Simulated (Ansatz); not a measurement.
Consider the redistribution: `[NH2][Zr]([F])([Cl])[Cl]` + `C[N](C)[In]([SH])[Cl]` → `C[N](C)[Zr]([NH2])([F])[Cl]` + `[SH][In]([Cl])[Cl]`.

Gas-phase electronic energies from Ansatz, PBE0-D4/def2-TZVP geometries. CCSD(T)/CBS is the MP2 limit (def2-TZVPP, def2-QZVPP) plus CCSD(T) − MP2 in def2-TZVPP, frozen cores. Functionals use def2-TZVPP. Elements past krypton have def2 core potentials. For In, Zr outer-core shells are correlated without core-valence functions, which leaves a few kJ/mol of doubt a bond. Each species was taken in one conformer, which may not be the lowest.

| level | ΔE (kcal/mol) |
| --- | --- |
| B2PLYP | -3.4 |
| r2SCAN | -3.5 |
| PBE0 | -3.8 |
| HF/def2-TZVPP | -4.4 |
| CCSD(T)/def2-TZVPP | -3.6 |
| HF/def2-QZVPP | -4.0 |
| MP2/def2-QZVPP | -2.5 |
| CCSD/CBS(def2) | -2.6 |

(1) What does CCSD(T)/CBS give? (Best estimate.)

Largest T1 diagnostic among the species: 0.016.

## Answers

(1) Ansatz gave: -2.5 kcal/mol. The listed levels differ from it by -0.9, -1.0, -1.3, -1.9, -1.1, -1.5, 0.0, -0.1 kcal/mol.

In def2-TZVPP, CCSD(T) changes the Hartree–Fock value by +0.8 kcal/mol (the triples alone add +0.2 kcal/mol) and MP2 by +1.2 kcal/mol.
